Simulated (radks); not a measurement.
Values are calculated unless marked as measured or tabulated.
Initial-state core-level shifts of the chlorine ion Cl3+ when its valence configuration changes from [Ne] 3s2 3p2. Level of theory: scalar-relativistic Kohn-Sham, PBE, spin-polarised, spherical densities, finite nucleus; open shells are filled with parallel spins first; Fermi nuclear charge, rms radius 3.3654 fm (a radial shooting solver on a logarithmic mesh with Libxc functionals). Shifts are changes of the shell-averaged eigenvalues in eV (positive: less bound); the change of the density at the nucleus, which sets a Mossbauer isomer shift, is in e/bohr^3, on a base of 3613.

valence          1s      2s      2p  density at nucleus
3s1 3p3      -0.364  -0.489  -0.458            -16.2051
3p4          -2.055  -2.157  -2.101            -32.8225
3s1.5 3p2.5  -0.247  -0.301  -0.286             -8.0410
3s0.5 3p3.5  -1.265  -1.372  -1.329            -24.5322
